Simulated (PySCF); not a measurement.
**UHF on Li (lithium, neutral)**

Configuration: [He] 2s1, 2S determinant. Computed with PySCF 2.14 in x2c-QZVPPall (6s4p2d1f, 35 functions), with scalar relativity by spin-free X2C-1e.

```json
{
  "Total energy": "-7.433413 hartree",
  "One-electron energy": "-9.7148 hartree",
  "Hartree (Coulomb) energy": "4.0630 hartree",
  "Exchange energy": "-1.7816 hartree",
  "⟨S²⟩": "0.7500",
  "⟨L²⟩": "0.000",
  "Sum of ⟨r⟩": "5.019 bohr",
  "Sum of ⟨r²⟩": "18.62 bohr²",
  "Langevin diamagnetic susceptibility": "-14.7 ×10⁻⁶ cm³/mol"
}
```

```csv
shell,electrons,mean orbital energy (eV),"rms radius, mean of both spins (bohr)"
1s α,1,-67.669,0.668
1s β,1,-67.181,0.668
2s α,1,-5.344,4.21
```
